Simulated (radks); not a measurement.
Task: Radial electron density D(r) = 4 pi r^2 rho(r) of an atom or ion with 49 electrons. Method: Dirac Kohn-Sham, BLYP, spin-unpolarised, spherical densities, finite nucleus; Fermi nuclear charge, rms radius of each element as measured or else 0.836 A^(1/3) + 0.57 fm; computed with a radial shooting solver on a logarithmic mesh with Libxc functionals.

r (bohr)  D(r) (e/bohr)
0.004642          22.71
0.006191          32.78
0.008258          44.85
0.01101           57.19
0.01469           66.67
0.01959           69.86
0.02613           66.12
0.03485           60.98
0.04648           64.23
0.062             78.40
0.08269           88.84
0.1112            79.01
0.1483            63.99
0.1978            68.88
0.2638            73.13
0.3518            48.05
0.4692            25.25
0.6259            27.16
0.8347            25.11
1.113             12.69
1.485             4.715
1.996             2.117
2.663            0.9527
3.552            0.2754
4.737           0.03885
6.318          0.001794

What is the nuclear charge?

Result: Z = 53. The innermost maximum, from 1s, lies near gamma/Z bohr with gamma = sqrt(1 - (Z/c)^2) = 0.922, here 0.0174 bohr (found: 0.0191), and its height grows with Z. The density is that of the iodine ion I4+ in [Kr] 4d10 5s1 5p1 5d1; the configuration itself is not fixed sharply by these data, and Z only to a few units. D(r) has 4 maxima, at r = 0.0191, 0.0840, 0.242, 0.700 bohr, and minima at 0.0375, 0.159, 0.512 bohr, inside which lie 2.03, 11.19, 29.02 electrons.
